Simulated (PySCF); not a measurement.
C3H6BNO, SMILES C=C1CNB1O. Atoms are numbered in the order given.

```xyz
12

C      1.1221    -1.8233     0.0000
C      0.2684    -0.7963     0.0000
C     -1.2658    -0.7625     0.0000
N     -1.2331     0.7121     0.0000
B      0.1907     0.7809     0.0000
O      1.0959     1.7940     0.0000
H      2.2045    -1.6546     0.0000
H      0.7846    -2.8677     0.0000
H     -1.7353    -1.2049     0.9003
H     -1.7353    -1.2049    -0.9003
H     -2.0476     1.3133     0.0000
H      0.6914     2.6697     0.0000
```

The structure is a stationary point at r2SCAN-D4/def2-SVP. This is a generated structure with no PubChem entry under its InChIKey; it may be hypothetical. Other conformers were not sampled.

Method: PySCF with ωB97X/def2-TZVP.

ESP charges are fitted to the potential on shells at 1.4 to 2.0 van der Waals radii. Atomic charges (e):

| atom | ESP fit | Löwdin | IAO |
|---|---|---|---|
| C1 | -0.64 | -0.17 | -0.30 |
| C2 | 0.14 | -0.11 | -0.13 |
| C3 | (withheld) | -0.18 | -0.13 |
| N4 | (withheld) | 0.17 | -0.47 |
| B5 | 0.41 | -0.77 | 0.40 |
| O6 | -0.64 | 0.19 | -0.55 |
| H7 | (withheld) | 0.13 | 0.15 |
| H8 | (withheld) | 0.12 | 0.14 |
| H9 | 0.07 | 0.12 | 0.13 |
| H10 | 0.07 | 0.12 | 0.13 |
| H11 | (withheld) | 0.17 | 0.26 |
| H12 | (withheld) | 0.21 | 0.37 |

Task: Fill in the missing entries. (The exact figures need the calculation; the answer reports its results.)

Result: 
- C3, ESP fit: 0.00
- N4, ESP fit: -0.64
- H7, ESP fit: 0.24
- H8, ESP fit: 0.21
- H11, ESP fit: 0.35
- H12, ESP fit: 0.44

Task: Give the Mayer and Wiberg (Löwdin basis) orders of the bonds. (The exact figures need the calculation; the answer reports its results.)

Result: 
| bond | Mayer | Wiberg |
|---|---|---|
| C1–C2 | 1.88 | 2.08 |
| C2–C3 | 0.94 | 1.08 |
| C3–N4 | 0.97 | 1.20 |
| C2–B5 | 0.91 | 1.05 |
| N4–B5 | 1.21 | 1.60 |
| B5–O6 | 1.29 | 1.99 |
| C1–H7 | 0.97 | 0.89 |
| C1–H8 | 0.97 | 0.89 |
| C3–H9 | 0.96 | 0.88 |
| C3–H10 | 0.96 | 0.88 |
| N4–H11 | 0.93 | 0.90 |
| O6–H12 | 0.87 | 0.95 |
